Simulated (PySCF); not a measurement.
B2HO2, SMILES O=BB=[OH+], charge +1. Geometry optimised at PBE-D3(BJ)/def2-TZVP. The isomer is the one that the SMILES or the coordinates give; other isomers of the formula were not compared. One conformer was computed; it need not be the lowest.

**Question.** Give the equilibrium geometry at PBE-D3(BJ)/def2-TZVP (PySCF confirms it by a frequency run) as bond lengths and angles, and its point group. (The exact figures need the calculation; the answer reports its results.)

**Answer.** This is not unique; one that fits is point group C∞v.
Atoms: O1 B2 B3 O4 H5. Bonded distances (Å): O1–B2 1.206, B2–B3 1.636, B3–O4 1.225, O4–H5 0.977. Angles (°): O1–B2–B3 180.0, B2–B3–O4 180.0, B3–O4–H5 180.0.
Charge +1, spin multiplicity 1.
